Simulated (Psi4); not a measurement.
C$_{2}$H$_{9}$AsGa (SMILES [CH3][Ga]([CH3])<-[AsH3]), doublet, at a GFN2-xTB geometry (such geometries of metal compounds can be far from the true shape) (the spin is typed, not shown lowest); Psi4 with PBE0/6-31G.

Input for Psi4:
```
memory 2 GB

molecule mol {
0 2
Ga    0.391062    1.004628    0.130822
C     1.883544    2.526520   -0.170799
H     2.557211    2.302247   -1.001191
H     2.474264    2.630115    0.742916
H     1.385476    3.478343   -0.370077
C    -0.938321    1.314451    1.777218
H    -1.692086    0.525177    1.831452
H    -1.444864    2.276413    1.672229
H    -0.374961    1.325225    2.713521
As   -0.622399   -1.799902   -0.553130
H    -0.030703   -2.015080    0.805317
H     0.725849   -2.004718   -1.174379
H    -0.855283   -3.310251   -0.660502
}

set {
  basis 6-31g
  reference uks
}

energy('pbe0')
print_variables()
```

The log (banner, timings and long lists left out):

```
   => Loading Basis Set <=

    Name: 6-31G
    Role: ORBITAL
    Keyword: BASIS

         ---------------------------------------------------------
                                   SCF
               by Justin Turney, Rob Parrish, Andy Simmonett
                          and Daniel G. A. Smith
                              UKS Reference
         ---------------------------------------------------------

  ==> Geometry <==

    Molecular point group: c1
    Full point group: C1

    Geometry (in Angstrom), charge = 0, multiplicity = 2:

       Center              X                  Y                   Z               Mass
    ------------   -----------------  -----------------  -----------------  -----------------
         GA           0.422533686080     1.085270602899     0.179163205110    68.925573500000
         C            1.915015686080     2.607162602899    -0.122457794890    12.000000000000
         H            2.588682686080     2.382889602899    -0.952849794890     1.007825032230
         H            2.505735686080     2.710757602899     0.791257205110     1.007825032230
         H            1.416947686080     3.558985602899    -0.321735794890     1.007825032230
         C           -0.906849313920     1.395093602899     1.825559205110    12.000000000000
         H           -1.660614313920     0.605819602899     1.879793205110     1.007825032230
         H           -1.413392313920     2.357055602899     1.720570205110     1.007825032230
         H           -0.343489313920     1.405867602899     2.761862205110     1.007825032230
         AS          -0.590927313920    -1.719259397101    -0.504788794890    74.921594570000
         H            0.000768686080    -1.934437397101     0.853658205110     1.007825032230
         H            0.757320686080    -1.924075397101    -1.126037794890     1.007825032230
         H           -0.823811313920    -3.229608397101    -0.612160794890     1.007825032230

  Running in c1 symmetry.

  Rotational constants: A =      0.16550  B =      0.03028  C =      0.02605 [cm^-1]
  Rotational constants: A =   4961.66170  B =    907.80087  C =    781.06506 [MHz]
  Nuclear repulsion =  460.030444723437029

  Charge       = 0
  Multiplicity = 2
  Electrons    = 85
  Nalpha       = 43
  Nbeta        = 42

  ==> Algorithm <==

  SCF Algorithm Type is DF.
  DIIS enabled.
  MOM disabled.
  Fractional occupation disabled.
  Guess Type is SAD.
  Energy threshold   = 1.00e-06
  Density threshold  = 1.00e-06
  Integral threshold = 1.00e-12

  ==> Primary Basis <==

  Basis Set: 6-31G
    Blend: 6-31G
    Number of shells: 50
    Number of basis functions: 94
    Number of Cartesian functions: 94
    Spherical Harmonics?: false
    Max angular momentum: 2

  ==> DFT Potential <==

   => LibXC <=

    Version 7.1.2
    S. Lehtola, C. Steigemann, M. J. T. Oliveira, and M. A. L. Marques,  SoftwareX 7, 1–5 (2018) (10.1016/j.softx.2017.11.002)

   => Composite Functional: PBE0 <=

    PBE0 Hyb-GGA Exchange-Correlation Functional

    C. Adamo and V. Barone,  J. Chem. Phys. 110, 6158 (1999) (10.1063/1.478522)
    M. Ernzerhof and G. E. Scuseria,  J. Chem. Phys. 110, 5029 (1999) (10.1063/1.478401)

    Deriv               =              1
    GGA                 =           TRUE
    Meta                =          FALSE

    Exchange Hybrid     =           TRUE
    MP2 Hybrid          =          FALSE

   => Exchange Functionals <=

    0.7500   Perdew, Burke & Ernzerhof

   => Exact (HF) Exchange <=

    0.2500               HF

   => Correlation Functionals <=

    1.0000   Perdew, Burke & Ernzerhof

   => LibXC Density Thresholds  <==

    XC_HYB_GGA_XC_PBEH:  1.00E-15

   => Molecular Quadrature <=

    Radial Scheme          =       TREUTLER
    Pruning Scheme         =           NONE
    Nuclear Scheme         =       TREUTLER

    Blocking Scheme        =         OCTREE
    BS radius alpha        =              1
    Pruning alpha          =              1
    Radial Points          =             75
    Spherical Points       =            302
    Total Points           =         281462
    Total Blocks           =           2116
    Max Points             =            256
    Max Functions          =             86
    Weights Tolerance      =       1.00E-15

   => Loading Basis Set <=

    Name: (6-31G AUX)
    Role: JKFIT
    Keyword: DF_BASIS_SCF

  ==> Integral Setup <==

  SCF_SUBTYPE=INCORE selected. In-core MEM_DF algorithm will be used.
  Using in-core AOs.

  ==> MemDFJK: Density-Fitted J/K Matrices <==

    J tasked:                   Yes
    K tasked:                   Yes
    wK tasked:                   No
    Algorithm:                 Core
    Schwarz Cutoff:           1E-12
    Mask sparsity (%):      11.4079
    Fitting Condition:        1E-10

   => Auxiliary Basis Set <=

  Basis Set: (6-31G AUX)
    Blend: CC-PVDZ-JKFIT
    Number of shells: 223
    Number of basis functions: 805
    Number of Cartesian functions: 805
    Spherical Harmonics?: false
    Max angular momentum: 3

  Minimum eigenvalue in the overlap matrix is 7.8516951443E-04.
  Reciprocal condition number of the overlap matrix is 1.5598985187E-04.
    Using symmetric orthogonalization.

  ==> Pre-Iterations <==

  SCF Guess: Superposition of Atomic Densities via on-the-fly atomic UHF (no occupation information).

   -------------------------
    Irrep   Nso     Nmo
   -------------------------
     A         94      94
   -------------------------
    Total      94      94
   -------------------------

  ==> Iterations <==

                           Total Energy        Delta E     RMS |[F,P]|

   @DF-UKS iter SAD: -4233.59540793262568   -4.23360e+03   0.00000e+00
   @DF-UKS iter   1: -4237.46463028729067   -3.86922e+00   4.38669e-02 DIIS/ADIIS
   @DF-UKS iter   2: -4184.88377069405942    5.25809e+01   8.03910e-02 DIIS/ADIIS
   @DF-UKS iter   3: -4239.46862845280884   -5.45849e+01   2.48779e-02 DIIS/ADIIS
   @DF-UKS iter   4: -4240.46278174011968   -9.94153e-01   8.06448e-03 DIIS/ADIIS
   @DF-UKS iter   5: -4240.65500312489621   -1.92221e-01   1.25601e-03 DIIS/ADIIS
   @DF-UKS iter   6: -4240.65994713962300   -4.94401e-03   4.05842e-04 DIIS/ADIIS
   @DF-UKS iter   7: -4240.66064447216195   -6.97333e-04   1.68944e-04 DIIS/ADIIS
   @DF-UKS iter   8: -4240.66080881793278   -1.64346e-04   3.39745e-05 DIIS
   @DF-UKS iter   9: -4240.66082002846179   -1.12105e-05   1.78788e-05 DIIS
   @DF-UKS iter  10: -4240.66082295205706   -2.92360e-06   6.72583e-06 DIIS
   @DF-UKS iter  11: -4240.66082356174502   -6.09688e-07   2.23621e-06 DIIS
   @DF-UKS iter  12: -4240.66082367907893   -1.17334e-07   8.25350e-07 DIIS
  Energy and wave function converged.

  ==> Post-Iterations <==

   Electrons on quadrature grid:
      Nalpha   =   43.0000210068 ; deviation = 2.101e-05
      Nbeta    =   42.0000209721 ; deviation = 2.097e-05
      Ntotal   =   85.0000419790 ; deviation = 4.198e-05

   @Spin Contamination Metric:   4.201210653E-03
   @S^2 Expected:                7.500000000E-01
   @S^2 Observed:                7.542012107E-01
   @S   Expected:                5.000000000E-01
   @S   Observed:                5.000000000E-01

    Orbital Energies [Eh]
    ---------------------

    Alpha Occupied:

[...]
      43A     -0.171868

    Alpha Virtual:

[...]
    Beta Occupied:

[...]
    Beta Virtual:

[...]
      94A     71.089403

    Final Occupation by Irrep:
              A
    DOCC [    42 ]
    SOCC [     1 ]
    NA   [    43 ]
    NB   [    42 ]

  @DF-UKS Final Energy: -4240.66082367907893

   => Energetics <=

    Nuclear Repulsion Energy =            460.0304447234370286
    One-Electron Energy =               -6825.8109189710248756
    Two-Electron Energy =                2254.7349380857081087
    DFT Exchange-Correlation Energy =    -129.6152875171982544
    Empirical Dispersion Energy =           0.0000000000000000
    VV10 Nonlocal Energy =                  0.0000000000000000
    Total Energy =                      -4240.6608236790789306

  UHF NO Occupations:
  HONO-2 :   41  A 1.9993064
  HONO-1 :   42  A 1.9989994
  HONO-0 :   43  A 1.0000000
  LUNO+0 :   44  A 0.0010006
  LUNO+1 :   45  A 0.0006936
  LUNO+2 :   46  A 0.0002599
  LUNO+3 :   47  A 0.0000508

Computation Completed

Properties will be evaluated at   0.000000,   0.000000,   0.000000 [a0]

Properties computed using the SCF density matrix

 Multipole Moments:

 ------------------------------------------------------------------------------------
     Multipole            Electronic (a.u.)      Nuclear  (a.u.)        Total (a.u.)
 ------------------------------------------------------------------------------------

 L = 1.  Multiply by 2.5417464519 to convert [e a0] to [Debye]
 Dipole X            :         -4.8952420            5.0551862            0.1599441
 Dipole Y            :        -13.0455588           12.9533550           -0.0922038
 Dipole Z            :         -7.7066100            7.7648741            0.0582641
 Magnitude           :                                                    0.1935933

 ------------------------------------------------------------------------------------

  Variable Map:
  ----------------------------------------------------------------------------
[...]
  Array Variable Map:
  ----------------------------------------------------------------------------
[...]
[...]
```
